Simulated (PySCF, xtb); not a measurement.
Si(H)2(OH)(SH) (H₄OSSi), SMILES O[SiH2]S.

xtb with GFN2-xTB at its own geometry gives an orbital gap of 5.05 eV and a dipole moment of 2.43 D.

Geometry optimised at ωB97X-D3(BJ)/def2-TZVP. Other conformers were not sampled.

What does HF/def2-TZVPD (PySCF) give? (An estimate is asked for; the answer gives what the named calculation found.)

gap 11.91 eV (levels -10.57 and 1.34 eV), dipole 0.69 D.
